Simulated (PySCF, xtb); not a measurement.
CsCl, SMILES [Cl][Cs].

GFN2-xTB in xtb at its own geometry gives an orbital gap of 1.78 eV and a dipole moment of 8.89 D.

Coordinates come from a B3LYP-D3(BJ)/def2-TZVPD optimisation. The def2 effective core potentials stand for the cores of Cs; spin–orbit coupling is left out.

### Question
What does r2SCAN/def2-TZVPD (PySCF) give? (Estimate from the structure and the level; the computed values follow.)

### Answer
gap 4.03 eV (levels -4.94 and -0.91 eV), dipole 10.59 D.
